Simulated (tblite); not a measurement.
Compound: C4H11Cl2PSi2.
SMILES with atom numbers: `[CH2:1]=[CH:2][SiH2:3][Si@:4]([CH3:5])([PH2:6])[CH:7]([Cl:8])[Cl:9]` (hydrogens: H10, H11 on C1; H12 on C2; H13, H14 on Si3; H15, H16, H17 on C5; H18, H19 on P6; H20 on C7)

Structure optimised with GFN2-xTB, isolated species.

Question: Give the optimised bond lengths and angles.

Answer: 
```json
{"bond": "C1=C2", "length (Å)": "1.324"}
{"bond": "C2–Si3", "length (Å)": "1.885"}
{"bond": "Si3–Si4", "length (Å)": "2.354"}
{"bond": "Si4–C5", "length (Å)": "1.913"}
{"bond": "Si4–P6", "length (Å)": "2.261"}
{"bond": "Si4–C7", "length (Å)": "1.947"}
{"bond": "C7–Cl8", "length (Å)": "1.776"}
{"bond": "C7–Cl9", "length (Å)": "1.773"}
{"bond": "C1–H10", "length (Å)": "1.078"}
{"bond": "C1–H11", "length (Å)": "1.080"}
{"bond": "C2–H12", "length (Å)": "1.084"}
{"bond": "Si3–H13", "length (Å)": "1.468"}
{"bond": "Si3–H14", "length (Å)": "1.469"}
{"bond": "C5–H15, C5–H16, C5–H17", "length (Å)": "1.086"}
{"bond": "P6–H18, P6–H19", "length (Å)": "1.384"}
{"bond": "C7–H20", "length (Å)": "1.089"}
```

Bonds in one row agree within 0.01 Å and their mean is given. A selection of angles:
```json
{"angle": "C1–C2–Si3", "degrees": "125.3"}
{"angle": "C2–Si3–Si4", "degrees": "106.4"}
{"angle": "Si3–Si4–C5", "degrees": "114.4"}
{"angle": "Si3–Si4–P6", "degrees": "121.6"}
{"angle": "Si3–Si4–C7", "degrees": "108.3"}
{"angle": "C5–Si4–P6", "degrees": "105.7"}
{"angle": "C5–Si4–C7", "degrees": "103.9"}
{"angle": "P6–Si4–C7", "degrees": "100.9"}
{"angle": "Si4–C7–Cl8", "degrees": "108.8"}
{"angle": "Si4–C7–Cl9", "degrees": "110.3"}
{"angle": "Cl8–C7–Cl9", "degrees": "109.5"}
```

Torsions: C1–C2–Si3–Si4 110° (anticlinal); C2–Si3–Si4–C5 54° (synclinal); Si3–Si4–C7–Cl8 65° (synclinal).

Si4 (four-coordinate silicon) is distorted tetrahedral (angles from 100.9° to 121.6°). Si3 (SiH2 silicon) is tetrahedral (angles from 106.4° to 112.4°). P6 (three-coordinate phosphorus) is pyramidal (angles 95.7°, 94.1° and 92.5°, sum 282.2°, 0.84 Å off the plane of its three neighbours). The C–Si distances run from 1.885 Å (C2–Si3, drawn single) to 1.947 Å (Si4–C7, drawn single), a spread of 0.062 Å.

Point group: C1 (no symmetry element, even within 0.4 Å). Its lowest GFN2-xTB frequency is 7i cm⁻¹, too small to tell a flat minimum from a shallow saddle. The numbers are those of one conformer (C1–C2–Si3–Si4 110°, C2–Si3–Si4–C5 54°, Si3–Si4–P6–H -35° and 58°, Si3–Si4–C7–Cl8 65°).

The run took 3.9 s of wall time on one thread, Arm Neoverse N1 (aarch64), shared host with 64 logical CPUs at a one-minute load of 53. These figures are those of the optimisation.

These are computed values.
